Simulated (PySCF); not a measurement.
Screening by computed properties: pick the candidate that meets the target.

All species are isolated and taken at one optimised geometry, non-relativistic unless stated; the electronic structure was computed with PySCF and density fitting.

The conformers computed, where there is a choice (atom-mapped SMILES and torsion angles):
- `[CH3:1][C:2]#[C:3][c:4]1[cH:5][cH:6][c:7]([O:8][CH3:9])[cH:10][cH:11]1`: C6–C7–O8–C9 0°
- `[CH3:1][C:2](=[O:3])[c:4]1[p:5][cH:6][p:7][c:8]([CH3:9])[p:10]1`: C1–C2–C4–P5 1°
- `[CH3:1][CH2:2][O:3][C@H:4]([CH2:5][F:6])[O:7][SiH3:8]`: C1–C2–O3–C4 -171°, C2–O3–C4–C5 -161°, O3–C4–C5–F6 83°, O3–C4–O7–Si8 38°
- `[F:1][C@@H:2]([SiH3:3])[C@@H:4]1[CH2:5][CH2:6][NH:7]1`: F1–C2–C4–C5 -67°
- `[OH:1][Si:2]([OH:3])([CH:4]1[CH2:5][CH2:6]1)[N:7]([SiH3:8])[SiH3:9]`: O1–Si2–C4–C5 -14°, O1–Si2–N7–Si8 -166°, H–O1–Si2–O3 -179°, H–O3–Si2–O1 41°

Question: Wanted: HOMO energy below -8 eV (PBE0/pcSseg-1) and dipole moment above 1 D (PBE0/pcSseg-1), at GFN2-xTB geometries. Which candidate meets both?
A. `CC(=O)C1=PC=PC(C)=P1`
B. `CC#Cc1ccc(OC)cc1`
C. `FC[C@H](O[SiH3])OCC`
D. `C#Cc1ccc2c(c1C)C2`

Answer: C. Computed values:
```
             species  HOMO energy  dipole moment
 FC[C@H](O[SiH3])OCC     -8.21 eV         1.75 D
CC(=O)C1=PC=PC(C)=P1     -7.17 eV         2.36 D
   C#Cc1ccc2c(c1C)C2     -6.57 eV         0.67 D
    CC#Cc1ccc(OC)cc1     -6.02 eV         1.34 D
```

Question: Wanted: HOMO–LUMO gap below 5 eV (PBE0/pcSseg-1) and smallest rotational constant below 1 GHz (GFN2-xTB), at GFN2-xTB geometries. Which candidate meets both?
A. `CC(=O)c1pcpc(C)p1`
B. `O[Si](O)(C1CC1)N([SiH3])[SiH3]`
C. `[SiH3][C@@H]([C@@H]1CCN1)F`
D. `CC#Cc1ccc(OC)cc1`

Answer: A. Computed values:
| species | HOMO–LUMO gap | smallest rotational constant |
| --- | --- | --- |
| CC(=O)c1pcpc(C)p1 | 3.98 eV | 0.470 GHz |
| CC#Cc1ccc(OC)cc1 | 5.59 eV | 0.416 GHz |
| O[Si](O)(C1CC1)N([SiH3])[SiH3] | 7.51 eV | 0.742 GHz |
| [SiH3][C@@H]([C@@H]1CCN1)F | 7.67 eV | 1.327 GHz |
